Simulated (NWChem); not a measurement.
Species: C₂H₃O₃, doublet; SMILES COC(=O)[O]

```xyz
8

C      0.0604    -1.7941     0.0000
O     -0.7149    -0.5733     0.0000
C     -0.0203     0.5533     0.0000
O     -0.6303     1.6616     0.0000
O      1.2283     0.6291     0.0000
H      0.6856    -1.8493     0.8944
H      0.6856    -1.8493    -0.8944
H     -0.6765    -2.5962     0.0000
```
Atoms are numbered in this order, from 1.

Results from NWChem. Spin-unrestricted. Medium grid unless said otherwise, to which SCAN and Minnesota functionals are sensitive. Coordinates come from a B3LYP/6-31G* (spherical d), spin-unrestricted optimisation. No stability test was run on the SCF state. Total energies of different functionals are on different scales.

```
level                                             energy (Ha)  highest occupied level (eV)  lowest empty minus highest occupied level, either spin (eV)  dipole (D)   <S²>
------------------------------------------------  -----------  ---------------------------  -----------------------------------------------------------  ----------  -----
B3LYP/def2-SVP                                      -303.4047                        -8.80                                                          [?]        3.47  0.756
PBE/def2-SVP                                        -303.0882                        -7.33                                                         1.28        3.41  0.753
M05-2X/def2-SVP                                     -303.3368                       -10.50                                                         6.62        3.43  0.759
B97-2/def2-SVP                                      -303.2992                        -8.82                                                         3.66        3.50  0.757
N12/def2-SVP                                        -303.3163                        -7.30                                                         1.45        3.46  0.756
BP86/def2-SVP                                       -303.4187                        -7.47                                                         1.29        3.44  0.753
SCAN/def2-SVP                                       -303.3115                        -7.89                                                         2.08        3.54  0.756
revPBE/def2-SVP                                     -303.3287                        -7.28                                                         1.32        3.39  0.753
MPW1K/def2-SVP                                      -303.2864                        -9.93                                                         5.87        3.41  0.761
M06-2X/def2-SVP                                     -303.2680                       -10.39                                                         6.36        3.46  0.759
LC-BLYP (range parameter 0.33 per bohr)/def2-SVP    -302.7935                       -11.34                                                         8.42        3.43  0.755
```

Question: Complete the blanks.

Answer: 
- B3LYP/def2-SVP, lowest empty minus highest occupied level, either spin (eV): 3.59
